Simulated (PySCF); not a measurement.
input.py for LiSn⁻

The script input.py:

```python
from pyscf import gto, scf, mp

mol = gto.M(
    atom='Li 0 0 0; Sn 0 0 2.735',
    basis='lanl2dz',
    ecp={'Sn': 'lanl2dz'},
    charge=-1,
    spin=0,
    symmetry=True,
    verbose=3,
)
mf = scf.UHF(mol)
mf.kernel()
mp.MP2(mf).kernel()
mf.dip_moment()
print('orbital energies (hartree):', [e[max(0, n-3):n+3].round(4) for e, n in zip(mf.mo_energy, mol.nelec)])
```

```bash
$ OMP_NUM_THREADS=1 python input.py
```

Output:

```
converged SCF energy = -10.5926628685853  <S^2> = 1.1144442e-07  2S+1 = 1.0000002
E(UMP2) = -10.6383235099748  E_corr = -0.0456606413895125
E(SCS-UMP2) = -10.6404607880575  E_corr = -0.0477979194721987

WARN: System has nonzero charge -1; the dipole moment is origin-dependent.
Location of origin: [0. 0. 0.]

Dipole moment(X, Y, Z, Debye):  0.00000,  0.00000, -11.67364
orbital energies (hartree): [array([-0.3116, -0.0134, -0.0134,  0.1036,  0.1593,  0.1725]), array([-0.3116, -0.0134, -0.0134,  0.1036,  0.1593,  0.1725])]
```

In short: E(SCF) = -10.592663 Eh, E(MP2) − E(SCF) = -0.04566 Eh.

Run time: 0.84 s on 1 thread of Arm Neoverse V1 (shared host).

The basis has no diffuse functions, which an anion needs. The bond length is a typed value, not an optimised one. The dipole of an ion depends on the origin. No search for the lowest solution was made.
